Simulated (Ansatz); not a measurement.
Consider the cleavage of the Si–Si bond: `O[SiH2][Si](O)(Cl)Cl` + HCl → `O[Si](Cl)(Cl)Cl` + silanol.

Gas-phase electronic energies from Ansatz, PBE0-D4/def2-TZVP geometries. CCSD(T)/CBS is the MP2 limit (def2-TZVPP, def2-QZVPP) plus CCSD(T) − MP2 in def2-TZVPP, frozen cores. This one scheme is used for every species. Functionals use def2-TZVPP. One conformer a species, not always the lowest.

```tsv
level	ΔE (kJ/mol)
PBE0-D4	-88.1
ωB97X-V	-96.9
B2PLYP	-100.8
r2SCAN	-98.6
HF/def2-TZVPP	-113.4
CCSD/def2-TZVPP	-98.7
HF/def2-QZVPP	-114.2
MP2/def2-QZVPP	-108.3
```

Question: What does CCSD(T)/CBS give? (Best estimate.)

Answer: Ansatz gave: -98.4 kJ/mol. The listed levels differ from it by 10.3, 1.5, -2.4, -0.2, -15.0, -0.3, -15.8, -9.9 kJ/mol.

Largest T1 diagnostic among the species: 0.011.

In def2-TZVPP, CCSD(T) changes the Hartree–Fock value by +16.4 kJ/mol (the triples alone add +1.6 kJ/mol) and MP2 by +6.2 kJ/mol. From PBE to PBE0 (25 % exact exchange), in def2-TZVPP and without D4, ΔE moves by −7.7 kJ/mol. The D4 term adds +4.0 kJ/mol with B3LYP and +2.9 kJ/mol with PBE0; it sums over pairs of atoms, weighted by their polarisabilities, and B3LYP, whose exchange is more repulsive, gets the larger term.

B3LYP here is the variant with VWN-RPA as its local correlation; programs differ in this.
